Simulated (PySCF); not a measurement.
Spectrum to structure. The calculation used TDDFT PBE0/def2-SVPD, vertical, gas phase, core orbitals frozen in the response (PySCF 2.14.0, density-fitted response routines). Geometries: GFN2-xTB, one conformer each.

| state | ν̃ (cm⁻¹) | f | main configurations (H = HOMO, L = LUMO) |
| --- | --- | --- | --- |
| S1 | 42750 | 0.0027 | H-1→L (99%) |
| S2 | 42950 | 0.068 | H→L (87%), H-2→L+1 (11%) |
| S3 | 47160 | 0.0000 | H-1→L+1 (99%) |
| S4 | 50490 | 0.108 | H→L+1 (79%), H-2→L (18%) |
| S5 | 57600 | 0.0027 | H→L+2 (99%) |
| S6 | 59340 | 0.592 | H-2→L (71%), H→L+1 (16%) |
| S7 | 60220 | 0.249 | H-2→L+1 (72%), H-4→L (8%), H→L (8%) |
| S8 | 63330 | 0.025 | H-1→L+2 (93%) |

Triplets computed (Tamm–Dancoff): 4.13, 4.35, 4.71 eV.

Orbital energies (eV): HOMO-3 -10.57, HOMO-2 -8.93, HOMO-1 -8.27, HOMO -7.63, LUMO -1.31, LUMO+1 -0.71, LUMO+2 0.65.

Problem. Which candidate is it?
A. `c12c(oc(p1)F)cccc2`
B. `FC(F)OC1=CC=CC=N1`
C. `Cc1cc(F)ccc1N`

Solution. B. Its S1, at 5.30 eV, is the highest among the candidates; the nearest of the others has S1 at 4.85 eV. S1 is HOMO-1→LUMO (99%). Löwdin shares by element: HOMO carbon 52% or more, oxygen 15% (atoms not listed hold the other 32%); LUMO carbon 56% or more, nitrogen 20% (atoms not listed hold the other 24%). At the same level the other candidates give, for their lowest levels:
- `Fc1oc2ccccc2p1`: 4.85 eV (f 0.118); 5.01 eV (f 0.002); 5.36 eV (f 0.003); 5.65 eV (f 0.001); 5.70 eV (f 0.228); T1 2.99 eV; HOMO -6.69, LUMO -1.31 eV
- `Cc1cc(F)ccc1N`: 4.68 eV (f 0.062); 5.33 eV (f 0.009); 5.65 eV (f 0.106); 5.99 eV (f 0.002); 6.26 eV (f 0.001); T1 3.71 eV; HOMO -5.88, LUMO -0.25 eV

Conformer computed: `[F:1][CH:2]([F:3])[O:4][c:5]1[cH:6][cH:7][cH:8][cH:9][n:10]1`: F1–C2–O4–C5 122°, C2–O4–C5–C6 179°.
